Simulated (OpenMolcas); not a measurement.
Ru2+: effect of the active space

| Property | Result |
| --- | --- |
| Program | OpenMolcas 26.06 |
| Method | CASSCF |
| Basis | ANO-R3 |
| Scalar Hamiltonian | X2C, finite nucleus |
| Spin-orbit coupling | RASSI with atomic mean-field integrals over the reference wave functions, term energies averaged over their components |

A. 6 electrons in 5 orbitals (4d); 2S+1 = 5 even, 5 roots; 2S+1 = 3 even, 45 roots; 2S+1 = 1 even, 50 roots; cost roughly 28 core-seconds
B. 6 electrons in 6 orbitals (4d 5s); 2S+1 = 5 even, 30 roots; 2S+1 = 7 even, 1 root kept (CI in the orbitals of an earlier block); 2S+1 = 3 even, 127 roots kept (CI in the orbitals of an earlier block, 107 in the spin-orbit step); 2S+1 = 1 even, 102 roots kept (CI in the orbitals of an earlier block, 62 in the spin-orbit step); cost of the order of 2.1 core-minutes

Energies in eV above 4d6 5D4, the measured ground level; measured values from Moore, Atomic Energy Levels, vol. III, NSRDS-NBS 35 (1971 reprint of NBS Circular 467, 1958).

| Level | A | B | Measured |
| --- | --- | --- | --- |
| 4d6 5D4 | 0.0000 | 0.0000 | 0.0000 |
| 4d6 5D3 | 0.1437 | 0.1506 | 0.1437 |
| 4d6 5D2 | 0.2329 | 0.2436 | 0.2264 |
| 4d6 5D1 | 0.2900 | 0.3033 | 0.2810 |
| 4d6 5D0 | 0.3176 | 0.3321 | 0.3070 |
| 4d6 3H6 | 2.2047 | 2.3080 |  |
| 4d6 3H5 | 2.2554 | 2.3539 |  |
| 4d6 3H4 [65 %] | 2.2598 | 2.3446 |  |
| 4d6 3P2(1) | 2.3513 | 2.4039 |  |
| 4d6 3F4(1) [65 %] | 2.5105 | 2.5864 |  |
| 4d6 3F3(1) | 2.5662 | 2.6272 |  |
| 4d6 3F2(1) | 2.6345 | 2.6997 |  |
| 4d6 3P1(1) | 2.7657 | 2.8366 |  |
| 4d6 3G5 | 2.7971 | 2.8601 |  |
| 4d6 3P0(1) | 2.8696 | 2.9310 |  |
| 4d6 3G4 | 2.9373 | 3.0013 |  |
| 4d6 3G3 | 2.9760 | 3.0382 |  |
| 4d6 1I6 | 3.3794 | 3.5271 |  |
| 4d6 3D2 | 3.5341 | 3.5202 |  |
| 4d6 3D1 | 3.5500 | 3.5302 |  |
| 4d6 3D3 | 3.5785 | 3.5591 |  |
| 4d6 1G4(1) | 3.6355 | 3.6965 |  |
| 4d6 1D2(1) | 4.3795 | 4.5370 |  |
| 4d6 1F3 | 4.9168 | 4.9824 |  |

Deviations, from unrounded energies. A percentage is the sum of absolute deviations over the sum of measured energies, with the sign that they share, or ± where signs differ.

| Against measurement | Levels | A | B |
| --- | --- | --- | --- |
| mean absolute deviation (cm-1) | 4 | 53 | 140 |
| fine structure of the ground term (%) | 4 | +2.7 | +7.5 |

A lies closest to measurement on these levels. The largest miss of A in the table is 4d6 5D0, by +85 cm-1. The ranking rests on the paired levels alone, and a cruder setting can come out closer through cancelling errors.

The spin-orbit steps hold different terms of 4d6 (B lacks a 1S), which shifts levels as well.

Between A and B the level of the table that moves most is 4d6 1D2(1), by 1300 cm-1 (lowest in A, highest in B).

Without dynamic correlation excited terms often stand tens of per cent too high (terms of higher spin than the ground term too low), and those without a measured partner can miss by more than the paired ones. Levels of configurations with an s electron are missing; early in the row they begin among the upper levels of the d shell and mix with terms of their name (holds for A). Some high roots are left out of the spin-orbit mixing, which shifts the levels that they would mix with (holds for B). Terms from blocks run as CI alone lack orbitals of their own (holds for B). Computed and measured levels are paired by configuration, term and J; levels that our copy of the source lacks, or whose pairing is in doubt (as where it misses far off the trend of its configuration), stay unpaired and out of the deviations. Levels of configurations outside the active space are missing. The table leaves out levels that lie high or whose names do not pair safely across all columns.

A share in square brackets marks a mixed level and gives the weight of the term that names it, the lowest over the columns. A number in round brackets counts repeated terms of one configuration in the order of the reference energies.
